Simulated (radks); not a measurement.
Initial-state core-level shifts of the antimony ion Sb2+ when its valence configuration changes from [Kr] 4d10 5s2 5p1. All-electron calculation, Dirac Kohn-Sham, PBEsol, spin-unpolarised, spherical densities, finite nucleus; open shells are shared between the two j in proportion to 2j + 1; Fermi nuclear charge, rms radius 4.6802 fm. Program: a radial shooting solver on a logarithmic mesh with Libxc functionals. Shifts are changes of the shell-averaged eigenvalues in eV (positive: less bound); the change of the density at the nucleus, which sets a Mossbauer isomer shift, is in e/bohr^3, on a base of 2.086e+05.

valence	2p	3s	3d	4s	density at nucleus
4d9 5s2 5p2	-9.343	-8.988	-9.067	-7.745	+21.74
4d10 5p3	-2.824	-2.878	-2.871	-2.856	-112.48
4d10 5s1 5p2	-1.432	-1.459	-1.455	-1.448	-55.16
4d9.5 5s2 5p1.5	-4.638	-4.471	-4.509	-3.877	+10.68
4d9.5 5s1 5p2.5	-6.033	-5.893	-5.927	-5.281	-47.31
4d10 5s0.5 5p2.5	-2.133	-2.173	-2.168	-2.157	-83.56
4d9.5 5s1.5 5p2	-5.340	-5.187	-5.223	-4.584	-18.04
4d10 5s1.5 5p1.5	-0.721	-0.734	-0.733	-0.729	-27.31
